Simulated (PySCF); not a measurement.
**Bond curve of GaO**

Set-up: PySCF, no relativity, basis sets Ga def2-TZVPPD, O def2-TZVPPD. Energies in eV from Ga + O in their ground configurations at the same level. State: ²Σ⁺ (doublet), unpaired electrons σ ↑.

Curves on a restricted Hartree–Fock reference rise too fast on stretching and do not dissociate correctly.

| R (Å) | ROHF-SCS-MP2 | ROHF-MP2 |
| --- | --- | --- |
| 1.472 | -3.223 | -3.623 |
| 1.541 | -3.376 | -3.642 |
| 1.609 | -3.559 | -3.762 |
| 1.661 | -3.683 | -3.859 |
| 1.712 | -3.744 | -3.901 |
| 1.763 | -3.751 | -3.892 |
| 1.832 | -3.692 | -3.817 |
| 1.917 | -3.542 | -3.650 |
| 2.020 | -3.292 | -3.386 |
| 2.157 | -2.901 | -2.980 |

Correlated steps freeze 10 core orbitals. Spin–orbit coupling is left out. The state is the lowest determinant that a PBE0 search found; another state may lie lower at other levels.
